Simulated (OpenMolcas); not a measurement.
## Yb3+ in Cs2NaYBr6: curves along the breathing mode

Yb3+ with its 6 nearest bromide ions, on the Y site of Cs2NaYBr6 (a = 11.3047 Å, distance in the model lattice 2.765 Å). The rest of the host is ab initio model potentials to 7.6 Å, with orthogonalisation functions on the cations behind the ligands, and point charges beyond; the distance is set by hand and nothing relaxes. Ligand basis ANO-RCC-VDZP.

```
Program             : OpenMolcas 26.06
Method              : SS-CASPT2, IPEA 0.25 Eh, imaginary shift 0.1 Eh (closed shells correlated: 5s 5p and the ligand valence shells)
Basis               : ANO-RCC-VDZP [7s6p4d2f1g]
Scalar Hamiltonian  : DKH2, point nucleus
Active space        : 13 electrons in 7 orbitals (4f)
State averaging     : 2S+1 = 2 odd, 7 roots
Spin-orbit coupling : state interaction with AMFI integrals over the reference wave functions
```

Spin-free energies (labels of O, the rotations of Oh) in cm-1 above the lowest fitted minimum, as all ligands move together:

| R (Å) | 2T1 | 2T2 | 2A2 |
| --- | --- | --- | --- |
| 2.59 | 3040 | 3510 | 3780 |
| 2.651 | 420 | 810 | 1090 |
| 2.712 | 130 | 510 | 720 |
| 2.773 | 1840 | 2130 | 2370 |
| 2.835 | 5380 | 5670 | 5850 |
| 2.896 | 10430 | 10700 | 10880 |
| 2.957 | 16950 | 17180 | 17370 |

Cubic fits give the following; the wavenumber is harmonic, with the mass of all moving ligands, small differences in it between states hang on the degree of the fit, a number in brackets counts states of one label, and the table is a selection of at most 14 states with clean curves.

```json
{"State": "2T1", "R0 (Å)": "2.691", "Breathing mode (cm-1)": "199", "Minimum (cm-1)": "0"}
{"State": "2T2", "R0 (Å)": "2.692", "Breathing mode (cm-1)": "199", "Minimum (cm-1)": "370"}
{"State": "2A2", "R0 (Å)": "2.693", "Breathing mode (cm-1)": "199", "Minimum (cm-1)": "620"}
```

For an f ion spin-orbit coupling outweighs the ligand field, so these spin-free curves are not those of observable levels.

Roots that are degenerate in the reference are averaged as groups; the widest CASPT2 spread within a group is 48 cm-1 (the 3-fold group of multiplicity 2 near 469 cm-1 above the lowest state of its run, R = 2.59). Shifts and gaps below about the spread of the groups concerned are not significant. Over all roots computed the reference weight is 0.67 in R = 2.59, 0.68 in R = 2.651, 0.68 in R = 2.712, 0.68 in R = 2.773, 0.68 in R = 2.835, 0.68 in R = 2.896, 0.68 in R = 2.957; a low but even weight reflects the number of correlated electrons. Splittings of an f shell from a small cluster at a set distance can be off by tens of per cent, mostly too small. No measured value stands beside these numbers.
